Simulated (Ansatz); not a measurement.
A thermochemical cycle in electronic energies (no zero-point or thermal terms), species as SMILES, kcal/mol. Structures are relaxed separately at B3LYP-D3(BJ)/def2-TZVP in Ansatz (an electronic-structure program). Valence correlation only, unless marked. Open shells are spin-unrestricted. No spin-orbit coupling. Non-relativistic. CBS(X,Y): correlation extrapolated as X^-3; Hartree-Fock from the larger set. [CCSD(T)-MP2]/basis is that difference in the basis named. Anions need diffuse functions, of which def2-TZVPD holds fewer than the aug- sets.

```json
[
 {"step": "electron affinity EA, positive where the anion is bound: [NH][SiH3] + e- → [NH-][SiH3]", "RI-MP2/CBS(aug-cc-pV(T+d)Z,aug-cc-pV(Q+d)Z)+[CCSD(T)-MP2]/aug-cc-pV(T+d)Z (Ansatz)": "48.4", "r2SCAN-D4/def2-TZVPD (Ansatz + dftd4)": "42.6"},
 {"step": "deprotonation energy A: N[SiH3] -> [NH-][SiH3] + H+", "RI-MP2/CBS(aug-cc-pV(T+d)Z,aug-cc-pV(Q+d)Z)+[CCSD(T)-MP2]/aug-cc-pV(T+d)Z (Ansatz)": "383.9", "r2SCAN-D4/def2-TZVPD (Ansatz + dftd4)": "383.0"},
 {"step": "ionisation of the H atom at the same level, IE", "RI-MP2/CBS(aug-cc-pV(T+d)Z,aug-cc-pV(Q+d)Z)+[CCSD(T)-MP2]/aug-cc-pV(T+d)Z (Ansatz)": "313.7", "r2SCAN-D4/def2-TZVPD (Ansatz + dftd4)": "313.7"}
]
```

**Question.** Find the bond energy D: N[SiH3] -> [NH][SiH3] + H atom.

**Answer.** Breaking the bond, ionising the H atom and attaching the electron to the radical add up to the deprotonation, A = D + IE - EA. At RI-MP2/CBS(aug-cc-pV(T+d)Z,aug-cc-pV(Q+d)Z)+[CCSD(T)-MP2]/aug-cc-pV(T+d)Z: D = A - IE + EA = 383.9 - 313.7 + 48.4 = 118.6. At r2SCAN-D4/def2-TZVPD: D = A - IE + EA = 383.0 - 313.7 + 42.6 = 111.9. The functional differs from the first level by -6.7 in D, -5.8 in EA and -0.9 in A; for EA and A the gap mixes functional and basis. The site is the one shown; other sites or isomers of the anion may lie lower.
